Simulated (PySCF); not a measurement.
## Ionisation energy of Pb⁺ by level of theory

Pb⁺ [Xe] 4f14 5d10 6s2 6p1 (2P) → Pb²⁺ [Xe] 4f14 5d10 6s2 (1S), as a difference of total energies. All numbers are calculated (PySCF 2.14, the spin-free X2C one-electron Hamiltonian (Gaussian nucleus), in x2c-TZVPPall). Correlated levels: valence: [Xe] 4f14 5d10 frozen; valence and next inner shell: [Kr] 4d10 4f14 frozen. The calculations carry no spin-orbit coupling.

| method | ionisation energy (eV) |
| --- | --- |
| UHF | 13.237 |
| LDA | 13.957 |
| PBE | 13.754 |
| PBE0 | 13.781 |
| r2SCAN | 13.841 |
| BP86 | 13.881 |
| B97-3 | 13.524 |
| wB97X-V | 13.679 |
| MP2 (valence) | 13.408 |
| SCS-MP2 (valence) | 13.394 |
| MP2 (valence and next inner shell) | 13.567 |
| SCS-MP2 (valence and next inner shell) | 13.472 |

Question: How much does correlation contribute at MP2 (valence and next inner shell)?

Answer: 13.567 − (13.237) = 0.330 eV, measured against UHF.

Errors of the correlated levels include the incompleteness of this basis and the frozen core.

For comparison: 13.869 eV (measured; NIST levels, between the centres of gravity of the two terms).
